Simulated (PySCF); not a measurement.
# Excitation energy of B by level of theory

B [He] 2s2 2p1 (2P) → B [He] 2s1 2p1 3d1 (high-spin determinant), as a difference of total energies. Computed with PySCF 2.14 in dyall-acv3z (15s9p4d2f, 76 functions), with the spin-free X2C one-electron Hamiltonian (Gaussian nucleus). Correlated levels: valence: 1s2 frozen; virtual orbitals above 40 to 60 times the deepest correlated orbital energy dropped. The calculations carry no spin-orbit coupling.

```csv
method,excitation energy (cm⁻¹)
UHF,86885
MP2 (valence),95537
SCS-MP2 (valence),97866
CCSD (valence),98995
CCSD(T) (valence),99264
```

The upper state lies above the first ionisation limit, but in LS coupling its spin forbids autoionisation to the ground ion. A Rydberg-like electron needs more diffuse functions than a valence basis has.

The promoted electron is Rydberg-like, and one or two diffuse shells describe it only roughly, which tends to raise the upper state.

The determinant of the upper state mixes LS terms, which raises its energy above the lowest term, most at the Hartree-Fock and MP2 levels.
